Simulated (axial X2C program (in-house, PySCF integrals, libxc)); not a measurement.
## Low determinants of FeAs⁻ at the PBE0 level, non-relativistic

All values were computed with an axial X2C code built on PySCF integrals. The Hamiltonian is the X2C one with the speed of light multiplied by 100, which is the non-relativistic limit. Basis: As dyall-av3z [9s9p6d2f], Fe dyall-av3z [10s10p7d3f2g] (cores contracted in-house); Gaussian nuclei, density fitting, unrestricted open shells. Masses: As 74.922 u, Fe 55.935 u.

Search at 2.270 Å (vertical energies from the lowest determinant):

| ΔE (eV) | state | electrons beyond evenly filled partner blocks | electrons in σ, π, δ, φ |
| --- | --- | --- | --- |
| 0.00 | M_S = 3, Λ = 0 | 2 × σα, π+α, π-α, δ+α, δ-α | 28 26 6 0 |
| 0.07 | M_S = 2, Λ = 0 | π+α, π-α, δ+α, δ-α | 28 26 6 0 |
| 0.29 | M_S = 2, Λ = 2 | σα, π+α, π-α, δ+α, δ+β, δ-α | 27 26 7 0 |
| 0.33 | M_S = 2, Λ = 1 | σα, π+α, π+β, π-α, δ+α, δ-α | 27 27 6 0 |
| 0.38 | M_S = 2, Λ = 1 | 2 × σα, π-α, δ+α, δ+β, δ-α | 28 25 7 0 |
| 1.29 | M_S = 3, Λ = 1 | σα, 2 × π+α, π-α, δ+α, δ-α | 27 27 6 0 |
| 2.55 | M_S = 4, Λ = 1 | 3 × σα, 2 × π+α, π+β, 2 × π-α, δ+α, δ-α | 29 25 6 0 |

Lowest determinant, M_S = 3, Λ = 0 (beyond evenly filled blocks: 2 × σα, π+α, π-α, δ+α, δ-α): Re = 2.266 Å, ωe = 300.8 cm⁻¹.

The determinant in row 2 of the search, M_S = 2, Λ = 0 (beyond evenly filled blocks: π+α, π-α, δ+α, δ-α), was followed along the bond at PBE0; measured from the minimum of the lowest determinant it gives:

Te = -0.033 eV (-268 cm⁻¹), Re = 2.143 Å, ωe = 365.4 cm⁻¹.

**Question.** Compare the bond of the determinant in row 2 with that of the lowest one.

**Answer.** At PBE0 its Re is 0.123 Å shorter and its force constant, which goes as ωe², is 1.48 times that of the lowest determinant. This determinant mixes spin states, so it has no term energy of its own.

The search compares states at one distance, so a state with another bond length can lie lower; it is not exhaustive and yields mostly the lowest determinant of each block pattern, so other components and higher states of one pattern are missing. These are energies of single determinants, not of spin-adapted states; PBE0 term energies can be off by some tenths of an eV, and the functional has no current term. The lowest determinant need not be the ground state where others lie within half an eV. For an anion, determinants above electron detachment are held by the basis set. The highest occupied level of some functionals is positive through self-interaction error; at Hartree–Fock it is bound. Row 2 is spin-contaminated (⟨S²⟩ = 6.11 against 6.00), so its values are not those of a pure state. Row 1 has a positive highest level at its minimum.
